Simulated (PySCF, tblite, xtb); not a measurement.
Bond stretch in MgO, singlet.

- UKS-B3LYP/3-21G = unrestricted B3LYP/3-21G run with PySCF
- GFN2-xTB, 300 K electronic temperature (tblite)
- UMP2 = MP2 on UHF/cc-pVTZ, 2 core orbitals frozen (PySCF)
- GFN1-xTB (xtb)
- UKS-BHandHLYP = unrestricted BHandHLYP/cc-pVTZ (PySCF)

Energies are in kcal/mol, each relative to the lowest point of its own curve near equilibrium.

```tsv
R / Å	UKS-B3LYP/3-21G	GFN2-xTB	UMP2	GFN1-xTB	UKS-BHandHLYP
1.38	79.5	40.4	84.7	42.8	78.3
1.49	34.1	10.0	41.2	11.4	35.9
1.56	17.9	2.5	25.1	3.1	20.8
1.64	7.6	0.0	15.4	0.0	13.5
1.67	5.4	0.2	11.1	0.0	9.6
1.73	2.8	1.9	5.0	1.4	4.1
1.78	1.5	4.3	1.9	3.5	1.4
1.85	0.2	8.5	0.0	7.5	0.0
1.91	0.0	12.8	0.0	11.6	0.4
2.03	2.9	22.2	3.3	20.5	4.1
2.16	8.8	33.1	9.7	30.7	10.7
2.36	20.4	50.0	22.1	45.9	22.9
2.61	34.3	69.8	38.3	63.1	37.7
2.87	45.1	88.1	—	77.8	48.9
3.14	52.1	103.9	—	—	55.6
3.50	57.3	—	—	—	60.1
3.83	60.0	—	—	—	61.9
4.22	61.9	—	—	—	62.9
4.66	63.2	—	—	—	63.3
5.20	64.1	—	—	—	63.4
6.03	64.6	—	—	—	63.4
6.87	64.7	—	—	—	63.5
```

At the longest distance, 6.87 Å, UKS-B3LYP/3-21G lies highest above its minimum (64.7 kcal/mol) and UKS-BHandHLYP lowest (63.5 kcal/mol).

Dashes: no converged value, or the column stops at the first point that the program doubted or that broke a chosen test of continuity, which isn't proof of a fault.

The unrestricted determinant behind UKS-B3LYP/3-21G is spin-contaminated at 1.38 to 6.87 Å (<S²> up to 1.0, against 0.00 for a pure singlet). The unrestricted determinant behind UMP2 is spin-contaminated at 1.38 to 6.87 Å (<S²> up to 1.2, against 0.00 for a pure singlet). The unrestricted determinant behind UKS-BHandHLYP is spin-contaminated at 1.38 to 6.87 Å (<S²> up to 1.1, against 0.00 for a pure singlet).
